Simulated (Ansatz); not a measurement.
Basis-set series for `O[SiH]1B[SiH2]C1`. Charge 0, multiplicity 1. The geometry is a stationary point of PBE0-D4/def2-TZVP. It is one conformer, not always the lowest.

Z-matrix (Å, degrees):
```
Si
B 1 1.883
Si 1 2.570 2 51.1
O 1 1.631 2 136.1 3 -168.5
C 1 1.853 2 99.1 3 -8.4
H 1 1.800 2 41.8 3 -95.5
H 2 1.187 1 137.8 3 -168.2
H 3 1.489 1 118.9 2 101.5
H 3 1.490 1 131.8 2 -91.4
H 4 0.961 1 118.2 2 152.2
H 5 1.092 1 113.2 2 121.1
H 5 1.091 1 118.8 2 -109.0
```

```tsv
functional	basis	functions	energy (Eh)	HOMO (eV)	LUMO (eV)
PBE0-D4	def2-SVP	113	-720.69106	-7.20	-0.83
PBE0-D4	def2-TZVPP	275	-721.06696	-7.24	-0.97
ωB97M-V	def2-SVP	113	-720.97653	-9.21	1.08
ωB97M-V	def2-TZVPP	275	-721.35985	-9.29	0.79
```

(1) Give the rows for def2-QZVPP. (Estimate.)

Answers

(1) Computed: 
```tsv
functional	basis	functions	energy (Eh)	HOMO (eV)	LUMO (eV)
PBE0-D4	def2-QZVPP	521	-721.09472	-7.25	-1.03
ωB97M-V	def2-QZVPP	521	-721.38575	-9.30	0.55
```

Positive LUMOs are unbound and depend on the basis.
